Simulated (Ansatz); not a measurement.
System: sum formula ZrOF₂, net charge 0, singlet state. 
Structure (B3LYP-D3(BJ)/def2-TZVP (Ansatz, a program for electronic structure) minimum search):
SMILES: [Zr]([F])(=[O])[F]
```xyz
4

Zr     0.0325    -0.0703    -0.1557
O     -1.3676    -1.0731     0.1502
F     -0.4532     1.7911    -0.4499
F      1.5243    -0.5248     1.0084
```

Basis-set convergence of Hartree-Fock and CCSD(T) correlation energies (hartree) with Ansatz. Valence correlation only, unless marked. Spin-orbit coupling is left out. The frozen core is the preceding noble-gas configuration, with the filled d and f shells of earlier blocks. In def2 rows, elements after Kr have scalar-relativistic effective core potentials.

```json
[
 {"basis": "def2-SVP", "functions": "73", "E(HF)": "-320.22087", "E(corr, CCSD(T))": "-0.69018", "rough core time": "under 20 s"},
 {"basis": "def2-TZVPP", "functions": "149", "E(HF)": "…", "E(corr, CCSD(T))": "…", "rough core time": "24 s"}
]
```

**Question.** What belongs in the gaps?

**Answer.** 
- def2-TZVPP, E(HF): -320.58442
- def2-TZVPP, E(corr, CCSD(T)): -0.89183
